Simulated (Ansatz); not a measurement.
Reaction (cleavage of the Si–Si bond): `OC[SiH](O)[SiH3]` + `CBN[SiH3]` → `CBN([SiH3])[SiH3]` + `OC[SiH2]O`

Isolated molecules relaxed with PBE0-D4/def2-TZVP in Ansatz; ΔE leaves out vibrations. CBS: MP2 limit from def2 TZ/QZ plus the TZ coupled-cluster correction, frozen cores. DFT in def2-TZVPP. B3LYP here is the variant with VWN-RPA as its local correlation; programs differ in this. One conformer a species, not always the lowest.

| level | ΔE (kJ/mol) |
| --- | --- |
| ωB97X-V | -38.6 |
| ωB97M-V | -44.8 |
| PBE0 | -25.6 |
| B3LYP | -33.9 |
| MP2/def2-TZVPP | -52.9 |
| SCS-MP2/def2-QZVPP | -54.2 |
| MP2/CBS(def2) | -53.0 |
| CCSD/CBS(def2) | -45.2 |

Task: What does CCSD(T)/CBS give? (Best estimate.)

Result: Computed: -44.1 kJ/mol. The listed levels differ from it by 5.5, -0.7, 18.5, 10.2, -8.8, -10.1, -8.9, -1.1 kJ/mol.

Largest T1 diagnostic among the species: 0.012.

The D4 term adds −4.7 kJ/mol with B3LYP and −2.4 kJ/mol with PBE0; it sums over pairs of atoms, weighted by their polarisabilities, and B3LYP, whose exchange is more repulsive, gets the larger term. From PBE to PBE0 (25 % exact exchange), in def2-TZVPP and without D4, ΔE moves by −8.0 kJ/mol.
